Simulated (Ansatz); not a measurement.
```yaml
crystal:
  periodic: [false, false, false]
  atoms:
    - {symbol: O, position_ang: [-2.556903, -0.627542, 3.133786]}
    - {symbol: C, position_ang: [-1.966075, -0.399883, 2.330416]}
    - {symbol: N, position_ang: [-1.260750, -0.406724, 1.414812]}
    - {symbol: Ti, position_ang: [0.012846, 0.029700, 0.076398]}
    - {symbol: N, position_ang: [0.675132, 1.848171, -0.117431]}
    - {symbol: C, position_ang: [0.776209, 2.975210, 0.140986]}
    - {symbol: O, position_ang: [1.093619, 4.007726, 0.079720]}
    - {symbol: N, position_ang: [1.451411, -1.157457, -0.032886]}
    - {symbol: C, position_ang: [2.355956, -1.868333, 0.389676]}
    - {symbol: O, position_ang: [3.664979, -2.196891, 0.549262]}
    - {symbol: N, position_ang: [-0.909664, -0.487882, -1.506641]}
    - {symbol: C, position_ang: [-1.302463, -0.720608, -2.726324]}
    - {symbol: O, position_ang: [-1.915238, -0.971096, -3.606116]}
basis:
  gaussian: {orbitals: pcseg-2}
magnetization: {spin_polarized: true, initial_magnetization: 0}
hamiltonian: {xc: {name: BLYP}, dispersion: d3bj}
accuracy: high
relax: {f_tol: 0.001, max_steps: 3}
output: {forces: true}
```

```sh
$ ansatz run in.yaml --threads 4 --pin off --events-out ev --progress --plain --max-ram 46080MiB --backend cuda --devices 0, --max-vram 37GiB
```

Shortened log:

```
Functional definition: BLYP
7749 factors; integrals over basis functions are off by at most 2.5e-9 eV
mean field evaluation 1: about -41376.6044 eV, gradient 1.1e2 eV
mean field evaluation 2: about -40765.5087 eV, gradient 4.0e2 eV
mean field evaluation 4: about -41126.4644 eV, gradient 2.8e2 eV
mean field evaluation 8: about -41418.7853 eV, gradient 1.6e-1 eV
mean field -41418.78562935 eV, -1522.1122972172 hartree, gradient 1.2e-8 eV, S^2 0.000000; 0 other end points of the search recorded, 0 dependent functions left out
reference -41418.78571348 eV, -1522.1123003089 hartree; 53, 53 occupied and 363, 363 virtual orbitals, 7749 factors
relax step   1: F+E_penalty+E_count = -41419.63722708 eV  Δ(F+E_penalty+E_count) = +0.000e0 eV  max|allowed force component| = 1.995e1 eV/Å  Δτ_max = 0.0000 Å  (64 SCF iters, accepted)
7753 factors; integrals over basis functions are off by at most 3.0e-9 eV
mean field evaluation 16: about -41423.0736 eV, gradient 1.6e0 eV
mean field -41423.11008091 eV, -1522.2712178809 hartree, gradient 1.4e-8 eV, S^2 0.000000; 0 other end points of the search recorded, 0 dependent functions left out
reference -41423.11016578 eV, -1522.2712210000 hartree; 53, 53 occupied and 363, 363 virtual orbitals, 7753 factors
relax step   2: F+E_penalty+E_count = -41423.94875209 eV  Δ(F+E_penalty+E_count) = -4.312e0 eV  max|allowed force component| = 5.093e0 eV/Å  Δτ_max = 0.1965 Å  (54 SCF iters, accepted)
7758 factors; integrals over basis functions are off by at most 3.2e-9 eV
mean field evaluation 32: about -41424.0366 eV, gradient 4.8e-6 eV
mean field -41424.03664644 eV, -1522.3052685363 hartree, gradient 1.6e-8 eV, S^2 0.000000; 0 other end points of the search recorded, 0 dependent functions left out
reference -41424.03673179 eV, -1522.3052716728 hartree; 53, 53 occupied and 363, 363 virtual orbitals, 7758 factors
relax step   3: F+E_penalty+E_count = -41424.87470248 eV  Δ(F+E_penalty+E_count) = -9.260e-1 eV  max|allowed force component| = 2.282e-1 eV/Å  Δτ_max = 0.2000 Å  (54 SCF iters, accepted)
Error: geometry relaxation did not converge after 3 steps: max|allowed force component| = 2.28e-1 eV/Å (threshold 1.0e-3). Raise `relax.max_steps` over both its present limit and 3, loosen `relax.f_tol`, or start from a geometry closer to equilibrium. Where this run's directory can be resumed (`checkpoint.write`), a resume goes on for up to `relax.max_steps` more
```

In this input the relaxation is allowed too few steps for its threshold. No converged result was reached.
